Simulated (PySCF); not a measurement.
## Kr²⁺: ionisation energy

Kr²⁺ [Ar] 3d10 4s2 4p4 [4p1/2^2 4p3/2^2, M_J = 2] → Kr³⁺ [Ar] 3d10 4s2 4p3 [4p1/2^2 4p3/2^1, M_J = 3/2], as a difference of total energies. Computed with PySCF 2.14 in x2c-TZVPall-2c (6s7p4d1f, 54 functions), with the two-component X2C-1e Hamiltonian. Correlated levels: [Ne] frozen. "Screened" scales the spin-orbit matrix elements by Boettger's factors to mimic the two-electron term; Breit and QED terms are absent.

```csv
method,ionisation energy (eV)
GHF (spin-free),34.197
GMP2 (spin-free),35.141
GHF (screened spin-orbit),34.458
GMP2 (screened spin-orbit),35.388
```

The spin-free rows relax to the high-spin LS determinant and lack the spin-orbit shift.

Errors of the correlated levels include the incompleteness of this basis and the frozen core.

The labels give the starting determinants; with spin-orbit coupling the two ends relaxed to ⟨J²⟩ = 6.02, ⟨L²⟩ = 2.15, ⟨S²⟩ = 1.94 and ⟨J²⟩ = 3.75, ⟨L²⟩ = 0.03, ⟨S²⟩ = 3.71.

Task: Which method comes closest to the reference value, and which is furthest?

Result: The reference is 35.838 ± 0.02 eV (measured; NIST Atomic Spectra Database, ionization energies). Closest: GMP2 (screened spin-orbit) (error -0.450 eV); furthest: GHF (spin-free) (error -1.641 eV).
